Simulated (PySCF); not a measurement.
AlCl4, charge -1, singlet, geometry from GFN2-xTB (such geometries of metal compounds can be far from the true shape); PBE/3-21G in PySCF.

PySCF was given this input:
```python
from pyscf import gto, scf, dft

mol = gto.M(
    atom='''
Cl   -1.658394   -0.370894   -1.257305
Al    0.000000    0.000000    0.000000
Cl    0.008122    2.034526    0.573836
Cl    1.785907   -0.446130   -1.039304
Cl   -0.135634   -1.217501    1.722772
''',
    basis='3-21g',
    charge=-1,
    spin=0,
    verbose=4,
    symmetry=True,
)

mf = dft.RKS(mol)
mf.xc = 'pbe'
mf.irrep_nelec = {"A'": 52, 'A"': 30}
mf.kernel()
mf.analyze()
```

Task: Predict the main parts of the log of this PySCF run.

Result: 
```
PySCF version 2.14.0

[INPUT] verbose = 4
[INPUT] num. atoms = 5
[INPUT] num. electrons = 82
[INPUT] charge = -1
[INPUT] spin (= nelec alpha-beta = 2S) = 0
[INPUT] symmetry True subgroup None
[INPUT] Mole.unit = angstrom
[INPUT] Symbol           X                Y                Z      unit          X                Y                Z       unit  Magmom
[...]
nuclear repulsion = 487.105709897084
point group symmetry = C3v, use subgroup Cs
symmetry origin: [ 3.96609187e-07  3.96609187e-07 -3.96609187e-07]
symmetry axis x: [-0.01860995  0.81719765  0.576057  ]
symmetry axis y: [-0.0641626  -0.57594529  0.81496637]
symmetry axis z: [ 0.99776592 -0.02179483  0.06315184]
num. orbitals of irrep A' = 43
num. orbitals of irrep A" = 22
number of shells = 35
number of NR pGTOs = 135
number of NR cGTOs = 65
basis = 3-21g
ecp = {}

******** <class 'pyscf.dft.rks_symm.SymAdaptedRKS'> ********
method = SymAdaptedRKS
initial guess = minao
damping factor = 0
level_shift factor = 0
DIIS = <class 'pyscf.scf.diis.CDIIS'>
diis_start_cycle = 1
diis_space = 8
diis_damp = 0
SCF conv_tol = 1e-09
SCF conv_tol_grad = None
SCF max_cycles = 50
direct_scf = True
direct_scf_tol = 1e-13
XC library pyscf.dft.libxc version 7.1.2
    S. Lehtola, C. Steigemann, M. J. T. Oliveira, and M. A. L. Marques,  SoftwareX 7, 1–5 (2018)
XC functionals = pbe
    J. P. Perdew, K. Burke, and M. Ernzerhof,  Phys. Rev. Lett. 77, 3865 (1996)
    J. P. Perdew, K. Burke, and M. Ernzerhof,  Phys. Rev. Lett. 78, 1396 (1997)
    J. P. Perdew, K. Burke, and M. Ernzerhof,  Phys. Rev. Lett. 77, 3865 (1996)
    J. P. Perdew, K. Burke, and M. Ernzerhof,  Phys. Rev. Lett. 78, 1396 (1997)
radial grids:
    Treutler-Ahlrichs [JCP 102, 346 (1995); DOI:10.1063/1.469408] (M4) radial grids

becke partition: Becke, JCP 88, 2547 (1988); DOI:10.1063/1.454033
pruning grids: <function nwchem_prune>
grids dens level: 3
symmetrized grids: True
atomic radii adjust function: <function treutler_atomic_radii_adjust>
small_rho_cutoff = 0
Freeze 82 electrons in irreps ["A'", 'A"']
    0 free electrons in irreps
Set gradient conv threshold to 3.16228e-05
Initial guess from minao.
tot grids = 94704
init E= -2071.4527608336
HOMO (A") = 0.0228432319420261  LUMO (A') = -0.345526728234983  gap/eV = -10.02386

WARN: A' LUMO -0.345526728234983 < system HOMO 0.0228432319420261

WARN: A" HOMO 0.0228432319420261 > system LUMO -0.345526728234983

cycle= 1 E= -2071.75021636023  delta_E= -0.297  |g|= 0.345  |ddm|= 7.91
[...]
HOMO (A") = 0.206510213247156  LUMO (A') = -0.159989734358404  gap/eV = -9.97297

WARN: A' LUMO -0.159989734358404 < system HOMO 0.206510213247156

WARN: A" HOMO 0.206510213247156 > system LUMO -0.159989734358404

cycle= 46 E= -2071.77926443683  delta_E= -0.0111  |g|= 0.221  |ddm|= 0.592
HOMO (A") = 0.206840566462899  LUMO (A') = -0.159821464539956  gap/eV = -9.97738

WARN: A' LUMO -0.159821464539956 < system HOMO 0.206840566462899

WARN: A" HOMO 0.206840566462899 > system LUMO -0.159821464539956

cycle= 47 E= -2071.79774784055  delta_E= -0.0185  |g|= 0.101  |ddm|= 0.254
HOMO (A") = 0.206986232087093  LUMO (A') = -0.161323447162515  gap/eV = -10.02222

WARN: A' LUMO -0.161323447162515 < system HOMO 0.206986232087093

WARN: A" HOMO 0.206986232087093 > system LUMO -0.161323447162515

cycle= 48 E= -2071.79002873798  delta_E= 0.00772  |g|= 0.172  |ddm|= 0.501
HOMO (A") = 0.207282230800029  LUMO (A') = -0.158394633867802  gap/eV = -9.95057

WARN: A' LUMO -0.158394633867802 < system HOMO 0.207282230800029

WARN: A" HOMO 0.207282230800029 > system LUMO -0.158394633867802

cycle= 49 E= -2071.71578928414  delta_E= 0.0742  |g|= 0.327  |ddm|= 1.98
HOMO (A") = 0.206550366345146  LUMO (A') = -0.161035709995003  gap/eV = -10.00253

WARN: A' LUMO -0.161035709995003 < system HOMO 0.206550366345146

WARN: A" HOMO 0.206550366345146 > system LUMO -0.161035709995003

cycle= 50 E= -2071.78613418803  delta_E= -0.0703  |g|= 0.188  |ddm|= 1.72
SCF not converged.
SCF energy = -2071.78613418803
**** SCF Summaries ****
Total Energy =                       -2071.786134188034794
Nuclear Repulsion Energy =             487.105709897084012
One-electron Energy =                -3850.823002349747185
Two-electron Energy =                 1291.931158264628266
Two-electron Coulomb Energy =         1422.628395603226863
DFT Exchange-Correlation Energy =     -130.697237338598541
HOMO-LUMO gap [eV] =                   -10.002526618868982
Wave-function symmetry = A'
occupancy for each irrep:     A'   A"
                              26   15
**** MO energy ****
[...]
 ** Mulliken pop on meta-lowdin orthogonal AOs  **
 ** Mulliken pop  **
 ** Mulliken atomic charges  **
charge of    0Cl =     -0.30279
charge of    1Al =     -0.74777
charge of    2Cl =      0.13572
charge of    3Cl =     -0.30279
charge of    4Cl =      0.21764

WARN: System has nonzero charge -1; the dipole moment is origin-dependent.
Location of origin: [0. 0. 0.]

Dipole moment(X, Y, Z, Debye): -0.14197,  0.10623,  2.27977
```

The run did not converge; its last values are not results.
